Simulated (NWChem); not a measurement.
System: C₅H₃NO; SMILES N#Cc1ccoc1

All runs: NWChem. Pople sets run with spherical d functions. Structure relaxed at the PBE0/def2-SVP level. Vertical excitations in the gas phase.

What does the run give for PBE/6-31G*, TDA? Quantities: lowest excitation, singlet (eV); oscillator strength of that lowest state; orbital gap (eV).


| Property | Value |
|---|---|
| lowest excitation, singlet (eV) | 5.60 |
| oscillator strength of that lowest state | 0.023 |
| orbital gap (eV) | 4.55 |
